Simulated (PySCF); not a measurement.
Molfile (atoms numbered from 1):
```
C3H11B2N
     RDKit          3D

 17 16  0  0  0  0  0  0  0  0999 V2000
    3.5328    0.0315   -0.2860 B   0  0  0  0  0  0  0  0  0  0  0  0
    2.2122    0.4875   -0.0606 N   0  0  0  0  0  0  0  0  0  0  0  0
    1.0632   -0.3187    0.2053 B   0  0  0  0  0  0  0  0  0  0  0  0
   -0.3462    0.3172    0.4789 C   0  0  0  0  0  0  0  0  0  0  0  0
   -1.5513   -0.5397    0.0944 C   0  0  0  0  0  0  0  0  0  0  0  0
   -2.8878    0.0818    0.4678 C   0  0  0  0  0  0  0  0  0  0  0  0
    3.7580   -1.1541   -0.2558 H   0  0  0  0  0  0  0  0  0  0  0  0
    4.4090    0.8367   -0.5057 H   0  0  0  0  0  0  0  0  0  0  0  0
    2.0628    1.4928   -0.0992 H   0  0  0  0  0  0  0  0  0  0  0  0
    1.2335   -1.5178    0.2462 H   0  0  0  0  0  0  0  0  0  0  0  0
   -0.3701    0.4980    1.5751 H   0  0  0  0  0  0  0  0  0  0  0  0
   -0.4279    1.3246    0.0285 H   0  0  0  0  0  0  0  0  0  0  0  0
   -1.5296   -0.7351   -0.9921 H   0  0  0  0  0  0  0  0  0  0  0  0
   -1.4552   -1.5305    0.5707 H   0  0  0  0  0  0  0  0  0  0  0  0
   -3.0223    1.0623   -0.0177 H   0  0  0  0  0  0  0  0  0  0  0  0
   -2.9616    0.2435    1.5558 H   0  0  0  0  0  0  0  0  0  0  0  0
   -3.7336   -0.5558    0.1677 H   0  0  0  0  0  0  0  0  0  0  0  0
  1  2  1  0
  2  3  1  0
  3  4  1  0
  4  5  1  0
  5  6  1  0
  1  7  1  0
  1  8  1  0
  2  9  1  0
  3 10  1  0
  4 11  1  0
  4 12  1  0
  5 13  1  0
  5 14  1  0
  6 15  1  0
  6 16  1  0
  6 17  1  0
M  END
```

One computed conformer, in vacuum, relativity neglected, fast rotation and ring inversion assumed for equivalent nuclei. Coordinates at the PBE0-D3(BJ)/def2-SVP level; shieldings: GIAO CAM-B3LYP/pcSseg-2; PySCF.

Scale: TMS for $^{13}$C and $^{1}$H; BF3·OEt2 for $^{11}$B; NH3 for $^{15}$N (reference shieldings calculated alike).

```
      atoms   nucleus  count  δ (ppm)
      H7/H8   $^{1}$H      2     5.47
H15/H16/H17   $^{1}$H      3        ?
         C6  $^{13}$C      1        ?
    H13/H14   $^{1}$H      2        ?
        H10   $^{1}$H      1     5.67
         C5  $^{13}$C      1        ?
         N2  $^{15}$N      1    190.4
    H11/H12   $^{1}$H      2     0.87
         H9   $^{1}$H      1     6.84
         C4  $^{13}$C      1     31.8
         B3  $^{11}$B      1     61.6
         B1  $^{11}$B      1     54.6
```

Fill in the missing shifts.

Results:


- C5: 24.1 ppm, sp3 CH2; saturated and bonded to C and H only
- C6: 20.3 ppm, methyl carbon; a saturated carbon with 1 carbon neighbour and no heteroatom attached
- H13/H14: 1.61 ppm, hydrogen on an sp3 CH2
- H15/H16/H17: 1.05 ppm, hydrogen on a methyl carbon; far from electronegative atoms and π systems

The OH or NH signal is concentration- and solvent-dependent in practice; the value given is the gas-phase one. Hydrogens on boron are broadened and split by $^{11}$B (spin 3/2, 80 %) and 10B (spin 3). A carbon bonded to boron is broadened by the quadrupolar boron nucleus and is often missing from a measured spectrum. Shifts are as computed, not scaled to solution data. Of 1211 compounds with measured shifts, 218 miss one by over three times the rms of a fit or turn the order of signals round; such compounds aren't used in these exercises. Experimental scales use liquid or dissolved standards, which lie at an offset from isolated NH3 (liquid NH3: subtract about 20 ppm). Unscaled 15N shifts of sp2 nitrogen come out 20 to 40 ppm too high even then.
